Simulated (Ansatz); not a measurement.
What each rung costs, and what it gives

The pair of Br⁻ (SMILES [Br-], atom 1) and SiH3Cl (SMILES [SiH3]Cl, atoms 2–6), both closed shells, in one local arrangement (a lower one may exist), relaxed at PBE0-D4/def2-TZVPD:

```json
{"atom": "Br1", "x (Å)": "-0.0405", "y (Å)": "0.0508", "z (Å)": "-2.5791"}
{"atom": "Si2", "x (Å)": "0.0351", "y (Å)": "-0.1359", "z (Å)": "0.3750"}
{"atom": "Cl3", "x (Å)": "-0.4265", "y (Å)": "1.8983", "z (Å)": "0.4226"}
{"atom": "H4", "x (Å)": "0.1031", "y (Å)": "-0.3613", "z (Å)": "1.8723"}
{"atom": "H5", "x (Å)": "1.4121", "y (Å)": "-0.4424", "z (Å)": "-0.0594"}
{"atom": "H6", "x (Å)": "-1.0833", "y (Å)": "-1.0094", "z (Å)": "-0.0314"}
```

Interaction energies are counterpoise-corrected; the time is that of the whole pair.

Ansatz 0.2.0; basis: as named in each row; cores frozen in the correlated methods. Filled d shells of the heavier atoms are correlated. The def2 sets are not built for correlating such inner shells, so the correlated values are less sure here. B3LYP uses VWN-RPA correlation. Extrapolation: Hartree–Fock as exp(−7.88 √X), correlation as X^−2.97.

Times are rough, for one single point on 4 threads of a shared host (Arm Neoverse V2).

The estimate by CCSD(T) at an estimated basis limit (MP2 extrapolated from triple and quadruple zeta, plus CCSD(T) − MP2 in triple zeta) is -61.9 kJ/mol.

```
   method        basis  time (s)  interaction energy (kJ/mol)  method less estimate
       HF       STO-3G   under 1                        -11.0                  50.9
   PBE-D4       STO-3G   under 1                        -44.7                  17.2
    SPW92     def2-SVP   under 1                        -85.7                 -23.8
   PBE-D4     def2-SVP   under 1                        -72.1                 -10.2
 B3LYP-D4        6-31G   under 1                        -44.4                  17.5
  PBE0-D4     def2-SVP   under 1                        -71.5                  -9.6
  CCSD(T)     def2-SVP         1                        -44.7                  17.1
   PBE-D4  def2-TZVPPD         1                        -65.7                  -3.9
revPBE-D4  def2-TZVPPD         2                        -63.9                  -2.1
  BLYP-D4  def2-TZVPPD         2                        -56.2                   5.7
  PBE0-D4  def2-TZVPPD         3                        -64.9                  -3.0
 B3LYP-D4  def2-TZVPPD         3                        -57.3                   4.5
 HSE06-D4  def2-TZVPPD         3                        -64.9                  -3.0
  wB97M-V     def2-SVP         3                        -67.7                  -5.8
r2SCAN-D4  def2-TZVPPD         3                        -62.5                  -0.6
   B2PLYP  def2-TZVPPD         4                        -48.9                  13.0
  wB97X-V  def2-TZVPPD         6                        -59.0                   2.9
   B97M-V  def2-TZVPPD         6                        -59.8                   2.0
  wB97M-V  def2-TZVPPD         8                        -61.9                   0.0
      MP2  def2-QZVPPD        11                        -62.2                  -0.3
  CCSD(T)  def2-TZVPPD        22                        -52.7                   9.2
```

No T1 diagnostic of these runs exceeds 0.010.
